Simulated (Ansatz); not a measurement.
Ansatz (a quantum-chemistry and plane-wave program) input (r2SCAN/def2-TZVPD):

Ansatz 0.2 input:
```yaml
crystal:
  periodic: [false, false, false]
  atoms:
    - {symbol: C, position_ang: [-0.70739095, 1.40696469, -0.75268804]}
    - {symbol: Si, position_ang: [1.05556192, 1.43158572, -0.49864700]}
    - {symbol: C, position_ang: [1.76747712, -0.32945434, -0.28639303]}
    - {symbol: Si, position_ang: [0.71023101, -1.37926594, 0.83735708]}
    - {symbol: C, position_ang: [-1.03533119, -1.48594922, 0.18595908]}
    - {symbol: Si, position_ang: [-1.83150066, 0.24032585, -0.01209568]}
    - {symbol: H, position_ang: [-1.15015388, 2.30109546, -1.19075523]}
    - {symbol: H, position_ang: [1.81776143, 2.08496070, -1.62650309]}
    - {symbol: H, position_ang: [1.65525996, 2.15203299, 0.69882349]}
    - {symbol: H, position_ang: [1.79696846, -0.80931939, -1.27019447]}
    - {symbol: H, position_ang: [2.79380735, -0.27697961, 0.09038840]}
    - {symbol: H, position_ang: [1.30415977, -2.75111507, 1.00276753]}
    - {symbol: H, position_ang: [0.70627258, -0.80652486, 2.21615351]}
    - {symbol: H, position_ang: [-1.65164609, -2.11126279, 0.83957246]}
    - {symbol: H, position_ang: [-1.00131418, -1.96394689, -0.79860506]}
    - {symbol: H, position_ang: [-2.39170326, 0.48217487, 1.38085073]}
    - {symbol: H, position_ang: [-3.10803381, 0.05247888, -0.79636791]}
basis:
  gaussian:
    orbitals: def2-TZVPD
hamiltonian:
  xc: {name: r2SCAN}
total_charge: -1
output: {forces: true}
```

End of the output:

```
integrals: 0.48 GiB planned
1908 factors; their error is unknown
mean field: 3.03 GiB planned
mean field evaluation 1: about -26907.5997 eV, gradient 8.0e1 eV
mean field evaluation 2: about -26853.8987 eV, gradient 1.3e2 eV
mean field evaluation 4: about -26922.2301 eV, gradient 1.0e1 eV
mean field evaluation 8: about -26922.5214 eV, gradient 3.8e-1 eV
mean field evaluation 16: about -26922.4834 eV, gradient 1.7e-3 eV
mean field -26922.48340099 eV, -989.3830162717 hartree, gradient 2.5e-5 eV, S^2 0.000000; 0 other end points of the search recorded, 0 dependent functions left out
the calculation of the forces begins
reference -26922.48342683 eV, -989.3830172213 hartree; 36, 36 occupied and 303, 303 virtual orbitals, 1908 factors
Total energy: -26922.48342683 eV, -989.3830172213 hartree
Atom 0 at    -0.707391     1.406965    -0.752688 Å, force     0.012314    -0.033805    -0.009696 eV/Å
Atom 1 at     1.055562     1.431586    -0.498647 Å, force    -0.016995    -0.133592     0.017400 eV/Å
Atom 2 at     1.767477    -0.329454    -0.286393 Å, force    -0.085472     0.046668     0.058618 eV/Å
Atom 3 at     0.710231    -1.379266     0.837357 Å, force    -0.062158     0.096731    -0.131998 eV/Å
Atom 4 at    -1.035331    -1.485949     0.185959 Å, force     0.041495     0.099057     0.037221 eV/Å
Atom 5 at    -1.831501     0.240326    -0.012096 Å, force     0.108229    -0.081923    -0.003703 eV/Å
Atom 6 at    -1.150154     2.301095    -1.190755 Å, force    -0.032787     0.068552    -0.026710 eV/Å
Atom 7 at     1.817761     2.084961    -1.626503 Å, force     0.031323     0.030889    -0.052426 eV/Å
Atom 8 at     1.655260     2.152033     0.698823 Å, force     0.028490     0.037606     0.065337 eV/Å
Atom 9 at     1.796968    -0.809319    -1.270194 Å, force     0.005878    -0.031272    -0.063372 eV/Å
Atom 10 at     2.793807    -0.276980     0.090388 Å, force     0.057890     0.000536     0.015701 eV/Å
Atom 11 at     1.304160    -2.751115     1.002768 Å, force     0.030509    -0.070056     0.009506 eV/Å
Atom 12 at     0.706273    -0.806525     2.216154 Å, force    -0.000327     0.032692     0.078101 eV/Å
Atom 13 at    -1.651646    -2.111263     0.839572 Å, force    -0.034655    -0.037650     0.031298 eV/Å
Atom 14 at    -1.001314    -1.963947    -0.798605 Å, force    -0.000220    -0.033788    -0.062344 eV/Å
Atom 15 at    -2.391703     0.482175     1.380851 Å, force    -0.026564     0.014889     0.074616 eV/Å
Atom 16 at    -3.108034     0.052479    -0.796368 Å, force    -0.056949    -0.005534    -0.037549 eV/Å
Dipole moment:     0.288043    -0.677487     0.050424 e Å
```

It need not be the lowest isomer of its formula. Whether it binds its extra electron was not tested at this geometry.
